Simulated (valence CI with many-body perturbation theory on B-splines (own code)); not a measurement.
## E1 transitions of Te21+

Calculated by valence CI with perturbative core correlation (CI+MBPT): three valence electrons over a frozen Dirac-Fock core [Ar] 3d10, a basis of 11 s, 11 p, 9 d, 7 f, 5 g, 2 h, 1 i functions for each j, with the one-electron correlation potential Σ1 (screened to all orders), the two-electron term Σ2, the three-electron term Σ3, Breit, model QED; selected single and double excitations, second order for the rest (own B-spline code, finite nucleus).

No measured spectrum was set against this ion. As an estimate, levels hold to about 250 cm⁻¹ or 0.2 % of their energy and the worst to 1 %, as in measured heavy ions of charge 2 to 7; those with d or f electrons hold less well.

Lines 1 to 50 of 270 in falling wavelength, among levels below 1816100 cm⁻¹, chosen from the strongest by gf and those to the six lowest levels. Wavelengths and rates use the calculated energies, so an error of 2000 cm⁻¹ moves a line at 397.2 Å by 0.79 % and its rate by three times that or more. Electric multipoles are in the length gauge, E1 and E2 with the static RPA response of the core. Weak lines are less certain than strong ones. Lines between different terms over intervals too small for the method are left out, as are lines whose strength nearly cancels. Where a level lies close to another of its J and parity, the split of strength between their lines is uncertain. The highest levels of a list are the least certain.

Levels are named by their leading jj configuration (3d3/2^4 stands for four electrons in 3d with j = 3/2), which in mixed levels can hold well under half, so a name can repeat and another be missing. Letters in brackets count levels of one name in rising energy.

```tsv
λ vac (Å)	Upper	Lower	A (s⁻¹)	S (a.u.)
397.2	(4s 4p1/2^2) J=1/2	(4s^2 4p3/2) J=3/2	8.73e+07	5.40e-03
338.9	(4p1/2 4p3/2 4d3/2) J=7/2	(4s 4p3/2 4d3/2) J=5/2 [b]	1.44e+09	2.20e-01
330.3	(4p1/2 4p3/2 4d5/2) J=7/2 [b]	(4s 4p3/2 4d5/2) J=5/2 [b]	1.32e+09	1.88e-01
309.7	(4s 4p1/2 4p3/2) J=3/2 [a]	(4s^2 4p3/2) J=3/2	2.85e+08	1.67e-02
306.0	(4p1/2 4p3/2^2) J=5/2	(4s 4p3/2^2) J=3/2	4.24e+09	3.60e-01
289.7	(4p1/2 4p3/2 4d5/2) J=9/2	(4s 4p3/2 4d5/2) J=7/2 [b]	3.01e+09	3.61e-01
282.5	(4s 4p1/2 4p3/2) J=5/2	(4s^2 4p3/2) J=3/2	2.25e+09	1.50e-01
279.9	(4p1/2 4p3/2 4d5/2) J=7/2 [b]	(4s 4p3/2 4d5/2) J=7/2 [c]	2.06e+09	1.78e-01
279.8	(4p1/2 4p3/2 4d5/2) J=7/2 [b]	(4s 4p3/2 4d3/2) J=5/2 [b]	2.59e+09	2.24e-01
278.5	(4p1/2^2 4p3/2) J=3/2	(4s 4p1/2 4p3/2) J=1/2	4.57e+09	1.95e-01
277.4	(4p1/2 4p3/2 4d5/2) J=3/2 [b]	(4s 4p3/2 4d5/2) J=3/2 [b]	3.80e+09	1.60e-01
275.0	(4s 4p1/2^2) J=1/2	(4s^2 4p1/2) J=1/2	2.75e+09	5.66e-02
270.3	(4p1/2^2 4d5/2) J=5/2	(4s 4p1/2 4d5/2) J=5/2 [b]	3.45e+09	2.02e-01
268.4	(4p1/2 4p3/2 4d3/2) J=5/2	(4s 4p3/2 4d3/2) J=5/2 [a]	4.01e+09	2.30e-01
263.3	(4p1/2^2 4d3/2) J=3/2	(4s 4p1/2 4d3/2) J=1/2	4.71e+09	1.70e-01
259.6	(4p1/2 4p3/2 4d3/2) J=3/2 [a]	(4s 4p3/2 4d3/2) J=3/2 [a]	4.61e+09	1.59e-01
259.4	(4p1/2 4p3/2 4d3/2) J=7/2	(4s 4p3/2 4d5/2) J=7/2 [a]	2.95e+09	2.03e-01
256.4	(4p1/2 4p3/2^2) J=1/2	(4s 4p3/2^2) J=1/2	1.40e+10	2.33e-01
256.3	(4p1/2 4p3/2 4d5/2) J=3/2 [b]	(4s 4p3/2 4d5/2) J=1/2	6.06e+09	2.01e-01
255.4	(4p1/2^2 4p3/2) J=3/2	(4s 4p1/2 4p3/2) J=3/2 [b]	4.41e+09	1.45e-01
254.3	(4p1/2 4p3/2 4d5/2) J=5/2 [c]	(4s 4p3/2 4d5/2) J=7/2 [c]	6.54e+09	3.19e-01
250.9	(4p1/2 4p3/2 4d5/2) J=3/2 [a]	(4s 4p3/2 4d5/2) J=5/2 [a]	7.95e+09	2.48e-01
250.3	(4p1/2 4p3/2 4d5/2) J=5/2 [a]	(4s 4p3/2 4d5/2) J=5/2 [a]	5.34e+09	2.48e-01
249.7	(4s 4p1/2 4d5/2) J=5/2 [b]	(4s^2 4d3/2) J=3/2	3.71e+09	1.71e-01
249.3	(4p3/2^2 4d3/2) J=5/2	(4s 4p3/2 4d3/2) J=3/2 [b]	3.91e+09	1.80e-01
244.8	(4s 4p1/2 4p3/2) J=3/2 [b]	(4s^2 4p3/2) J=3/2	1.30e+09	3.77e-02
243.6	(4p3/2^2 4d3/2) J=7/2	(4s 4p3/2 4d5/2) J=5/2 [b]	3.82e+09	2.18e-01
241.2	(4p1/2 4p3/2 4d5/2) J=9/2	(4s 4p3/2 4d5/2) J=7/2 [a]	3.86e+09	2.67e-01
241.0	(4p1/2^2 4d5/2) J=5/2	(4s 4p1/2 4d3/2) J=3/2 [b]	5.51e+09	2.28e-01
239.0	(4p1/2 4p3/2^2) J=3/2	(4s 4p3/2^2) J=5/2	9.54e+09	2.57e-01
236.9	(4p1/2 4p3/2 4d3/2) J=7/2	(4s 4p1/2 4d5/2) J=5/2 [b]	3.28e+09	1.72e-01
236.4	(4p1/2^2 4d5/2) J=5/2	(4s 4p1/2 4d5/2) J=5/2 [a]	3.93e+09	1.54e-01
236.0	(4p3/2^2 4d5/2) J=9/2	(4s 4p3/2 4d5/2) J=7/2 [c]	7.62e+09	4.94e-01
235.8	(4p1/2 4p3/2^2) J=5/2	(4s 4p3/2^2) J=5/2	1.13e+10	4.40e-01
234.9	(4p1/2 4p3/2 4d5/2) J=5/2 [a]	(4s 4p3/2 4d5/2) J=7/2 [a]	3.34e+09	1.28e-01
233.7	(4p1/2 4p3/2 4d5/2) J=5/2 [c]	(4s 4p3/2 4d5/2) J=3/2 [a]	4.15e+09	1.57e-01
233.0	(4p1/2 4p3/2 4d5/2) J=7/2 [a]	(4s 4p3/2 4d5/2) J=9/2	1.39e+10	6.92e-01
230.9	(4p1/2^2 4d5/2) J=5/2	(4s 4p1/2 4d5/2) J=7/2	1.64e+10	5.98e-01
230.0	(4s 4p1/2 4p3/2) J=3/2 [a]	(4s^2 4p1/2) J=1/2	6.72e+07	1.61e-03
229.9	(4p1/2^2 4d3/2) J=3/2	(4s 4p1/2 4d3/2) J=5/2	1.47e+10	3.54e-01
228.0	(4p3/2^2 4d5/2) J=7/2	(4s 4p3/2 4d5/2) J=7/2 [b]	4.30e+09	2.01e-01
226.9	(4p1/2 4p3/2^2) J=3/2	(4s 4p1/2 4p3/2) J=1/2	6.90e+09	1.59e-01
226.7	(4s 4p1/2 4p3/2) J=1/2	(4s^2 4p3/2) J=3/2	4.19e+09	4.82e-02
224.7	(4p3/2^2 4d5/2) J=9/2	(4s 4p3/2 4d5/2) J=7/2 [b]	6.32e+09	3.54e-01
224.7	(4p1/2 4p3/2 4d5/2) J=9/2	(4s 4p3/2 4d5/2) J=9/2	1.28e+10	7.17e-01
224.2	(4p1/2^2 4p3/2) J=3/2	(4s 4p1/2 4p3/2) J=5/2	2.27e+10	5.04e-01
219.8	(4p1/2 4p3/2 4d5/2) J=5/2 [b]	(4s 4p3/2 4d5/2) J=7/2 [a]	1.51e+10	4.75e-01
219.6	(4p1/2^2 4d3/2) J=3/2	(4s 4p1/2 4d3/2) J=3/2 [a]	8.68e+09	1.82e-01
217.6	(4p3/2^3) J=3/2	(4s 4p3/2^2) J=3/2	2.10e+10	4.27e-01
217.1	(4p1/2 4p3/2 4d3/2) J=3/2 [b]	(4s 4p3/2 4d3/2) J=5/2 [a]	1.14e+10	2.30e-01
```
